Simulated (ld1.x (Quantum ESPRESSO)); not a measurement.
# Transferability test, ultrasoft potential for Ni (Z = 28)

ld1.x (Quantum ESPRESSO) 7.5 input, shortened:

```
&input
   title='Ni', zed=28., rel=2, dft='PZ', iswitch=3,
   config='[Ar] 3d8.5 4s1.5 4p0', rel_dist='average'
 /
 &inputp
   pseudotype=3, tm=.true., lloc=-1, rcloc=1.75,
   nlcc=.false.,
   which_augfun='PSQ', rmatch_augfun_nc=.true.
 /
6
4S  1  0   1.50   0.00  1.70  2.00  0.0
4S  1  0   0.00   0.30  1.70  2.00  0.0
4P  2  1   0.00   0.00  1.90  2.40  0.0
4P  2  1   0.00   0.20  1.90  2.40  0.0
3D  3  2   8.50   0.00  1.35  1.40  0.0
3D  3  2   0.00   0.05  1.35  1.40  0.0
 &test
   configts(1)='3d8.5 4s1.5 4p0'
 /
```

Open shells are filled in proportion to 2j + 1 (rel_dist='average').

Energies are relative to the spin-unpolarised reference configuration 3d8.5 4s1.5 4p0; without spin polarisation the order of configurations can differ from experiment. Not all tests gave a result: 1 of 7 tests not solved or not reliable. Left out of the table: 3d6 4s0 4p0 (solver errors, printed error -523 eV).

| valence configuration | charge | ΔE all-electron (eV) | error AE − PS (meV) |
| --- | --- | --- | --- |
| 3d8 4s2 4p0 | 0 | 1.201 | -66 |
| 3d8 4s1 4p0 | +1 | 10.802 | -38 |
| 3d8 4s0 4p1 | +1 | 16.574 | -22 |
| 3d9 4s0 4p0 | +1 | 7.764 | -103 |

(1) What are ΔE and the potential's error for 3d8 4s0 4p0?

(2) What are ΔE and the potential's error for 3d8 4s1 4p1?

Levels in the configuration 3d8 4s0 4p1:

```json
{"level": "3d j=3/2", "all-electron (eV)": "-19.981", "pseudo (eV)": "-20.174"}
{"level": "3d j=5/2", "all-electron (eV)": "-19.737", "pseudo (eV)": "-19.966"}
{"level": "4p j=1/2", "all-electron (eV)": "-8.738", "pseudo (eV)": "-8.710"}
{"level": "4p j=3/2", "all-electron (eV)": "-8.623", "pseudo (eV)": "-8.598"}
```

Answers

(1) ΔE = 28.462 eV all-electron; the error (AE − PS) is +20 meV.

(2) ΔE = 5.880 eV all-electron; the error (AE − PS) is -54 meV.
